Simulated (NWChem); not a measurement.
TaOF$_{3}$; SMILES [Ta]([F])([F])([F])=[O]

```xyz
5

Ta     0.0000     0.0000     0.0088
O      0.0000     0.0000     1.7153
F      0.0726    -1.7926    -0.5321
F      1.5161     0.9592    -0.5321
F     -1.5887     0.8334    -0.5321
```
Atoms are numbered in this order, from 1.

All runs: NWChem. Coordinates come from a PBE0/def2-SVP optimisation. def2 effective core potentials on Ta; no spin-orbit coupling. Total energies compare along this basis series because the functional is fixed.

| level | basis functions | energy (Ha) | highest occupied level (eV) | orbital gap (eV) | dipole (D) |
|---|---|---|---|---|---|
| PBE/def2-SVP | 88 | -431.4513 | -8.59 | 6.17 | 1.70 |
| PBE/def2-SVPD | 127 | -431.4806 | ___ | 6.14 | 1.69 |
| PBE/def2-TZVP | 164 | -431.9242 | -8.67 | 6.17 | 1.76 |
| PBE/def2-TZVPP | 180 | -431.9317 | -8.64 | 6.19 | 1.79 |

Task: Fill in the missing entries.

Result: 
- PBE/def2-SVPD, highest occupied level (eV): -8.85
